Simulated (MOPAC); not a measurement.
Input for MOPAC: PM7 on CH8SSi (a complex), monomers drawn apart or pushed together.

```
PM7 1SCF PRECISE CHARGE=0 THREADS=1
CH8SSi

S     -0.00899415 1    -0.53450535 1     0.30545501 1
H     -0.02062415 1    -1.57213420 1     1.15728415 1
H     -1.14679066 1    -0.03469494 1     0.81338900 1
C      1.13902885 1     1.21924541 1     4.40711954 1
Si    -0.37959383 1     0.18617660 1     4.77105887 1
H      1.99762902 1     0.86351868 1     4.97958078 1
H      0.96918003 1     2.26552935 1     4.66765434 1
H      1.38598731 1     1.16430271 1     3.34599042 1
H     -0.15118083 1    -1.23654339 1     4.41444237 1
H     -1.54748542 1     0.66688031 1     3.99103978 1
H     -0.73385767 1     0.24661001 1     6.21054617 1
```

Program output:

```
*******************************************************************************
 **                                                                           **
 **                              MOPAC v23.2.5                                **
 **                                                                           **
 *******************************************************************************
 ** MOPAC's Digital Object Identifier: https://doi.org/10.5281/zenodo.6511958 **
 **                                                                           **
 ** Please cite the open-source release paper for use of this MOPAC version:  **
 ** J. E. Moussa and J. J. P. Stewart (2026)                                  **
 ** MOPAC: An open-source semiempirical molecular orbital program             **
 ** J. Open Source Softw., 11(119), 8025, https://doi.org/10.21105/joss.08025 **
 *******************************************************************************

                              PM7 CALCULATION RESULTS

 *******************************************************************************
 *  PM7        - The PM7 Hamiltonian to be used
 *
 *
 *
 *                 CHARGE ON SYSTEM = 0
 *
 *
 *
 *  PRECISE    - TIGHTER CRITERIA TO BE USED
 *  1SCF       - DO 1 SCF AND THEN STOP
 *  THREADS=1  - MULTI-THREADING NOT USED
 *  T=         - A TIME OF 172800.0 SECONDS REQUESTED
 *  DUMP=N     - RESTART FILE WRITTEN EVERY 7200.0 SECONDS REQUESTED
 *******************************************************************************
PM7 1SCF PRECISE CHARGE=0 THREADS=1
 CH8SSi

   ATOM   CHEMICAL          X               Y               Z
  NUMBER   SYMBOL      (ANGSTROMS)     (ANGSTROMS)     (ANGSTROMS)

     1       S         -0.00899415  *  -0.53450535  *   0.30545501  *
     2       H         -0.02062415  *  -1.57213420  *   1.15728415  *
     3       H         -1.14679066  *  -0.03469494  *   0.81338900  *
     4       C          1.13902885  *   1.21924541  *   4.40711954  *
     5      Si         -0.37959383  *   0.18617660  *   4.77105887  *
     6       H          1.99762902  *   0.86351868  *   4.97958078  *
     7       H          0.96918003  *   2.26552935  *   4.66765434  *
     8       H          1.38598731  *   1.16430271  *   3.34599042  *
     9       H         -0.15118083  *  -1.23654339  *   4.41444237  *
    10       H         -1.54748542  *   0.66688031  *   3.99103978  *
    11       H         -0.73385767  *   0.24661001  *   6.21054617  *



          CARTESIAN COORDINATES

    NO.       ATOM           X           Y           Z

     1         S         -0.0090     -0.5345      0.3055
     2         H         -0.0206     -1.5721      1.1573
     3         H         -1.1468     -0.0347      0.8134
     4         C          1.1390      1.2192      4.4071
     5        Si         -0.3796      0.1862      4.7711
     6         H          1.9976      0.8635      4.9796
     7         H          0.9692      2.2655      4.6677
     8         H          1.3860      1.1643      3.3460
     9         H         -0.1512     -1.2365      4.4144
    10         H         -1.5475      0.6669      3.9910
    11         H         -0.7339      0.2466      6.2105

 General Reference for PM7:
 "Optimization of Parameters for Semiempirical Methods VI: More Modifications to the
 NDDO Approximations and Re-optimization of Parameters", J. J. P. Stewart, J. Mol. Mod., 1:32, 19 (2013)
 https://link.springer.com/article/10.1007/s00894-012-1667-x

           Empirical Formula: C H8 S Si  =    11 atoms



      MOLECULAR POINT GROUP   :   Cs


      RHF CALCULATION, NO. OF DOUBLY OCCUPIED LEVELS = 11


 -------------------------------------------------------------------------------
 PM7 1SCF PRECISE CHARGE=0 THREADS=1
 CH8SSi



     1SCF WAS SPECIFIED, SO BFGS WAS NOT USED
     SCF FIELD WAS ACHIEVED


                              PM7 CALCULATION
                                                       MOPAC v23.2.5 Linux




          FINAL HEAT OF FORMATION =         -8.89909 KCAL/MOL =     -37.23380 KJ/MOL


          COSMO AREA              =        146.00 SQUARE ANGSTROMS
          COSMO VOLUME            =        135.07 CUBIC ANGSTROMS

          IONIZATION POTENTIAL    =          9.363623 EV
          HOMO LUMO ENERGIES (EV) =         -9.364 -0.832
          NO. OF FILLED LEVELS    =         11
          MOLECULAR WEIGHT        =         80.2197         POINT GROUP:  Cs

          MOLECULAR DIMENSIONS (Angstroms)

            Atom       Atom       Distance
            H    11    S     1     6.00047
            H     7    H     9     3.64132
            H     6    H    10     3.41651


          SCF CALCULATIONS        =          1





   ATOM   CHEMICAL          X               Y               Z
  NUMBER   SYMBOL      (ANGSTROMS)     (ANGSTROMS)     (ANGSTROMS)

     1       S         -0.00899415  *  -0.53450535  *   0.30545501  *
     2       H         -0.02062415  *  -1.57213420  *   1.15728415  *
     3       H         -1.14679066  *  -0.03469494  *   0.81338900  *
     4       C          1.13902885  *   1.21924541  *   4.40711954  *
     5      Si         -0.37959383  *   0.18617660  *   4.77105887  *
     6       H          1.99762902  *   0.86351868  *   4.97958078  *
     7       H          0.96918003  *   2.26552935  *   4.66765434  *
     8       H          1.38598731  *   1.16430271  *   3.34599042  *
     9       H         -0.15118083  *  -1.23654339  *   4.41444237  *
    10       H         -1.54748542  *   0.66688031  *   3.99103978  *
    11       H         -0.73385767  *   0.24661001  *   6.21054617  *

                             CARTESIAN COORDINATES

   1    S       -0.008994150    -0.534505350     0.305455010
   2    H       -0.020624150    -1.572134200     1.157284150
   3    H       -1.146790660    -0.034694940     0.813389000
   4    C        1.139028850     1.219245410     4.407119540
   5   Si       -0.379593830     0.186176600     4.771058870
   6    H        1.997629020     0.863518680     4.979580780
   7    H        0.969180030     2.265529350     4.667654340
   8    H        1.385987310     1.164302710     3.345990420
   9    H       -0.151180830    -1.236543390     4.414442370
  10    H       -1.547485420     0.666880310     3.991039780
  11    H       -0.733857670     0.246610010     6.210546170


           Empirical Formula: C H8 S Si  =    11 atoms



      MOLECULAR POINT GROUP   :   Cs


                  EIGENVALUES
 -27.02686 -25.50033 -17.17312 -14.31979 -14.31538 -14.17781 -12.22269 -12.21401
 -11.84599 -11.76273  -9.36362  -0.83194  -0.24202  -0.13768   0.01850   0.04564
   1.75091   2.45073   2.47032   2.81683   3.37810   5.71236   5.74902   6.97091
   7.99520  21.12690  21.14206  21.97165  21.97301  22.41189


              NET ATOMIC CHARGES AND DIPOLE CONTRIBUTIONS

  ATOM NO.   TYPE          CHARGE      No. of ELECS.   s-Pop       p-Pop       d-Pop
    1          S          -0.328786        6.3288     1.87685     4.30776     0.14418
    2          H           0.164617        0.8354     0.83538
    3          H           0.164610        0.8354     0.83539
    4          C          -0.637918        4.6379     1.04795     3.58996
    5         Si           0.048157        3.9518     0.90148     2.91006     0.14030
    6          H           0.171109        0.8289     0.82889
    7          H           0.171108        0.8289     0.82889
    8          H           0.175995        0.8240     0.82401
    9          H           0.021318        0.9787     0.97868
   10          H           0.021313        0.9787     0.97869
   11          H           0.028477        0.9715     0.97152
 DIPOLE           X         Y         Z       TOTAL
 POINT-CHG.    -1.151    -0.588     1.143     1.725
 HYBRID         0.515     0.401     0.104     0.661
 SUM           -0.636    -0.187     1.247     1.412


          ATOMIC ORBITAL ELECTRON POPULATIONS

     Atom    s        px        py        pz      x^2-y^2     xz        z^2       yz        xy
    1  S   1.87685   1.39612   1.33980   1.57184   0.03567   0.02612   0.00899   0.05493   0.01847
    2  H   0.83538
    3  H   0.83539
    4  C   1.04795   1.20701   1.19423   1.18872
    5 Si   0.90148   0.90964   0.97117   1.02925   0.03965   0.03039   0.03308   0.01025   0.02693
    6  H   0.82889
    7  H   0.82889
    8  H   0.82401
    9  H   0.97868
   10  H   0.97869
   11  H   0.97152

 **********************
 *                    *
 * JOB ENDED NORMALLY *
 *                    *
 **********************




 == MOPAC DONE ==
```

The run finished.

Cost: very roughly 0.04 core-seconds.
